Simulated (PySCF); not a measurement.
**Correlation energy of As⁺ (arsenic, charge +1)**

[Ar] 3d10 4s1 4p2 4d1, one real determinant (an excited configuration). Calculation: PySCF 2.14, in aug-cc-pVTZ-DK; scalar relativity by spin-free X2C-1e. Frozen: [Ar] 3d10; 4 electrons correlated.

| level | correlation energy (mhartree) |
| --- | --- |
| CCSD | -38.13 |
| (T) | -4.09 |
| CCSD(T) | -42.22 |

Diagnostics: T1 = 0.029, D1 = 0.0804, largest double amplitude 0.409.

The real determinant used has ⟨L²⟩ near 8 against 12 for a pure F term, so it mixes terms. The outer electron is Rydberg-like, and this basis confines it to a smaller radius and binds it less than a complete one would. A double-excitation amplitude exceeds 0.15, a sign of near-degeneracy.

Cost of the coupled-cluster step: about 0.9 core-seconds, for 4 correlated electrons.

Iterations:

```
CC2 = 0
CCSD nocc = (np.int64(4), np.int64(0)), nmo = (45, 45)
frozen orbitals [[0, 1, 2, 3, 4, 5, 6, 7, 8, 9, 10, 11, 12, 13], [0, 1, 2, 3, 4, 5, 6, 7, 8, 9, 10, 11, 12, 13]]
max_cycle = 100
direct = 0
conv_tol = 1e-08
conv_tol_normt = 1e-06
diis_space = 8
diis_start_cycle = 0
Init t2, MP2 energy = -0.0190907617652243
Init E_corr(UCCSD) = -0.0190907618748132
cycle = 1  E_corr(UCCSD) = -0.0246958360685266  dE = -0.00560507419  norm(t1,t2) = 0.049158
cycle = 2  E_corr(UCCSD) = -0.0268731595391211  dE = -0.00217732347  norm(t1,t2) = 0.0366614
cycle = 3  E_corr(UCCSD) = -0.0303728507225707  dE = -0.00349969118  norm(t1,t2) = 0.0327654
cycle = 4  E_corr(UCCSD) = -0.0350671625879769  dE = -0.00469431187  norm(t1,t2) = 0.0267704
cycle = 5  E_corr(UCCSD) = -0.0370317429133798  dE = -0.00196458033  norm(t1,t2) = 0.0151973
cycle = 6  E_corr(UCCSD) = -0.0371014093492239  dE = -6.96664358e-05  norm(t1,t2) = 0.0132562
cycle = 7  E_corr(UCCSD) = -0.0374303316927673  dE = -0.000328922344  norm(t1,t2) = 0.0121346
cycle = 8  E_corr(UCCSD) = -0.0386175981536665  dE = -0.00118726646  norm(t1,t2) = 0.00345464
cycle = 9  E_corr(UCCSD) = -0.0379432446015931  dE = 0.000674353552  norm(t1,t2) = 0.00180756
cycle = 10  E_corr(UCCSD) = -0.0381584707821588  dE = -0.000215226181  norm(t1,t2) = 0.000751726
cycle = 11  E_corr(UCCSD) = -0.0381190198365601  dE = 3.94509456e-05  norm(t1,t2) = 0.00014455
cycle = 12  E_corr(UCCSD) = -0.0381252504451261  dE = -6.23060857e-06  norm(t1,t2) = 2.6482e-05
cycle = 13  E_corr(UCCSD) = -0.038125254197488  dE = -3.75236191e-09  norm(t1,t2) = 3.05435e-06
cycle = 14  E_corr(UCCSD) = -0.0381252757093504  dE = -2.15118624e-08  norm(t1,t2) = 1.18176e-06
cycle = 15  E_corr(UCCSD) = -0.0381252856586378  dE = -9.94928744e-09  norm(t1,t2) = 1.39816e-07
UCCSD converged
E(UCCSD) = -2258.07526981122  E_corr = -0.03812528565863785
UCCSD(T) correction = -0.00408769373190601
```

The reference is one real determinant that mixes LS terms of this configuration.
